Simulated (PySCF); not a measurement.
# Reading the logs of faulty runs: B4H5 cation

These are calculations, not measurements. They come from PySCF 2.14.0, an open-source quantum chemistry program, on an isolated molecule that a program drew, which may never have been made. The molecule is B4H5 cation (charge +1, singlet), drawn as the SMILES string `B[B+]BB`.

Each row is a Hartree-Fock (HF) and frozen-core CCSD(T) single point in the cc-pVDZ basis, meant for a local HF minimum. Run 1 is clean. Each other run has one planted mistake out of seven kinds, and not every kind appears here: one electron removed, one electron added, multiplicity raised by two, geometry at a saddle point, minimal basis STO-3G, one bond length entered in bohr, all coordinates scaled. The reference is restricted for singlets and unrestricted otherwise, and also for a bond in bohr. Adding or removing an electron swaps singlet and doublet. Electrons count all cores. HOMO and LUMO are orbital energies over both spins, the gradient is its largest component, and the lowest frequency (negative if imaginary) is given only where the gradient is small. Bond lengths are over the 8 bonds as drawn. T1 is the CCSD diagnostic: over 0.02 (restricted) or 0.045 (unrestricted) a single reference is doubtful.

Geometry of the clean run:
```xyz
9
B4H5 cation, angstrom
B    -2.1889   -1.6274    0.2239
B    -0.7546   -1.1642    1.0595
B     0.6587   -0.7009    1.8806
B     1.6689   -1.7252    2.7654
H    -3.2257   -1.5566    0.8043
H    -2.0889   -1.9991   -0.9023
H     0.9192    0.4669    1.7924
H     2.5883   -2.2625    2.2219
H     1.4731   -1.8862    3.9335
```

| run | electrons | basis functions | <S^2> | HOMO (eV) | LUMO (eV) | gradient (hartree/bohr) | lowest frequency (cm^-1) | mean bond (Å) | longest bond (Å) | T1 | HF (hartree) | CCSD(T) (hartree) | mistake |
|---|---|---|---|---|---|---|---|---|---|---|---|---|---|
| 1 | 24 | 81 | 0.000 | -16.96 | -6.00 | 2.9e-05 | 102 | 1.3853 | 1.723 | 0.0193 | -101.24772 | -101.59507 | no fault |
| 2 | 23 | 81 | 0.770 | -23.45 | -14.28 | 6.0e-02 | - | 1.3853 | 1.723 | 0.0252 | -100.67536 | -100.99570 | one electron removed |
| 3 | 24 | 81 | 0.000 | -16.69 | -5.91 | 1.9e-02 | - | 1.4324 | 1.782 | 0.0189 | -101.24090 | -101.59045 | ? |
| 4 | 24 | 81 | 0.744 | -15.92 | -6.19 | 2.0e-02 | - | 1.5176 | 2.249 | 0.0631 | -101.12868 | -101.47503 | ? |

**Which mistake was planted in run 3, and what did it cost?**

The mean and the longest bond both change by the same factor, 1.034, and the gradient is no longer small. So the mistake is: all coordinates scaled. Subtracting run 1 and multiplying by 627.51 kcal/mol a hartree, the energy moved by 4.3 kcal/mol in HF and 2.9 kcal/mol in CCSD(T).

**Which mistake was planted in run 4, and what did it cost?**

The mean bond changes by a factor of 1.096 and the longest by 1.305, so the molecule wasn't scaled as a whole. A length L in bohr read as angstrom grows by (1/0.5292 - 1) L = 0.890 L. The 8 bonds together grew by 8 x 0.1323 = 1.058 Å, which gives L = 1.190 Å. That is the length of one of the B-H bonds, 1.190 Å in the clean geometry. So the mistake is: one bond length entered in bohr. Subtracting run 1 and multiplying by 627.51 kcal/mol a hartree, the energy moved by 74.7 kcal/mol in HF and 75.3 kcal/mol in CCSD(T).

Cautions from the logs. Run 4: T1 is over the limit, so its CCSD(T) energy is less reliable.
